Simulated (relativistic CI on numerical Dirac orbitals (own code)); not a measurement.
Method of calculation: Dirac-Coulomb-Breit CI, KLI orbitals optimised for each configuration, a model potential for QED, unscaled Slater integrals (own radial code, finite nucleus).

CI space (outside the closed core [Ne]): 3s2 3p6 3d8, 3s2 3p5 3d9, 3s2 3p4 3d10, 3s 3p6 3d9, 3p6 3d10, 3s 3p5 3d10, 3s2 3p6 3d7 4s, 3s2 3p6 3d7 4p, 3s2 3p4 3d9 4s, 3s2 3p6 3d7 4d, 3s2 3p4 3d9 4p, 3s2 3p5 3d8 4s, 3s2 3p6 3d7 4f, 3s2 3p4 3d9 4d, 3s 3p5 3d9 4s, 3s2 3p5 3d8 4p, 3s 3p5 3d9 4p, 3s2 3p6 3d6 4s2, 3s2 3p5 3d8 4d, 3s 3p5 3d9 4d, 3s 3p6 3d8 4s, 3p6 3d9 4s, 3s2 3p6 3d6 4s 4p, 3s2 3p5 3d8 4f, 3s2 3p6 3d7 5s, 3p6 3d9 4p, 3s 3p6 3d8 4p, 3s2 3p6 3d6 4p2, 3s2 3p6 3d6 4s 4d, 3s2 3p6 3d7 5p, 3s2 3p5 3d7 4s2, 3s2 3p6 3d7 5d, 3p6 3d9 4d, 3s2 3p6 3d6 4p 4d, 3s 3p6 3d8 4d, 3s2 3p6 3d7 5f. Levels of other configurations are missing.

At this charge energies of transitions that change n are usually good to better than 1 %, and those within a shell (Δn = 0) to a few per cent.

Outline of the computed level scheme of Re L. Lowest level of each configuration: 3s2 3p6 3d8 3F_4 at 0.00 eV; 3s2 3p5 3d9 3F°_4 at 439.71 eV; 3s2 3p4 3d10 3P_2 at 909.71 eV; 3s 3p6 3d9 3D_3 at 1026.61 eV; 3s 3p5 3d10 3P°_2 at 1469.32 eV; 3s2 3p6 3d7 4s 5F_5 at 1718.96 eV.

Some strong electric-dipole decays among the lowest 45 levels: 3s2 3p4 3d10 1D_2 → 3s2 3p5 3d9 3F°_3 (5.4e+12 s⁻¹); 3s2 3p5 3d9 1F°_3 → 3s2 3p6 3d8 1G_4 (5.0e+12 s⁻¹); 3s 3p6 3d9 3D_3 → 3s2 3p5 3d9 3F°_4 (3.2e+12 s⁻¹); 3s 3p6 3d9 1D_2 → 3s2 3p5 3d9 3F°_3 (2.5e+12 s⁻¹); 3s 3p5 3d10 3P°_2 → 3s2 3p4 3d10 3P_2 (2.4e+12 s⁻¹); 3s2 3p5 3d9 3P°_2 → 3s2 3p6 3d8 3P_2 (2.3e+12 s⁻¹); 3s2 3p4 3d10 1D_2 → 3s2 3p5 3d9 1F°_3 (2.1e+12 s⁻¹); 3s2 3p5 3d9 3P°_2 → 3s2 3p6 3d8 3F_3 (2.1e+12 s⁻¹).

LS names give the leading component of a level, which can be under half, so a name can repeat, a term be missing and a line seem to break the LS rules.
